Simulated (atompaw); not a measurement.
La: one change to a PAW (atompaw) potential, before and after

La, PAW, made with atompaw 4.2.0.5 (PBE, scalar-relativistic). Core [Kr] 4d10, reference 4f0 5s2 5p6 5d1 6s0 6p0 (charge +2). Waves: 5s (bound); 6s (bound, empty); 5p (bound); 6p (bound, empty); 5d (bound); 5d channel at 0.7 Ry; 4f (bound, empty); 4f channel at 0.05 Ry. Local part: bessel scheme, radius 2.30 bohr. Core correction: smooth core density matched at 2.20 bohr. Augmentation charge: sinc compensation charge, radius 2.55 bohr; PAW radius 3.00 bohr; waves and projectors: bloechl.

Change: reference 4f0 5s2 5p6 5d2 6s1 6p0.

Cutoffs: the cutoffs (Ry, on a coarse ladder) from which the occupation-weighted sum of valence levels, in a spherical-Bessel basis at the reference potential, stays within 10 and 1 mRy of its value at 400 Ry; they do not see the model core or the augmentation charge, which bear on the density cutoff.

Question: What does the change do?

Answer: The potential gets neither clearly harder nor softer (15 Ry and 18 Ry → 15 Ry and 18 Ry); the p channel sets the loose cutoff, while the largest relative change is in d, which becomes softer; the range in which the f phases agree narrows (upper end 2.9 → 1.2); neither file shows a bound ghost.

| quantity | base | changed |
| --- | --- | --- |
| cutoff, loose | 15 Ry | 15 Ry |
| cutoff, tight | 18 Ry | 18 Ry |
| loose cutoff by channel (10 mRy a level) | s 8 Ry, p 10 Ry, d 10 Ry | s 8 Ry, p 10 Ry, d 8 Ry |
| bound ghosts | none | none |
| s: phases at 3.00 bohr within 0.05 rad from the reference energy up to (Ry; the scan ends near 5) | 2.8 | 3.8 |
| p: phases at 3.00 bohr within 0.05 rad from the reference energy up to (Ry; the scan ends near 5) | 4.9 | to the end of the scan |
| d: phases at 3.00 bohr within 0.05 rad from the reference energy up to (Ry; the scan ends near 5) | to the end of the scan | to the end of the scan |
| f: phases at 3.00 bohr within 0.05 rad from the reference energy up to (Ry; the scan ends near 5) | 2.9 | 1.2 |
| lowest overlap eigenvalue by channel | s 0.41, p 0.61, d 0.84, f 1.00 | s 0.41, p 0.60, d 0.87, f 1.00 |

 The cutoffs see the waves, projectors and local potential, not the compensation charge or the core.
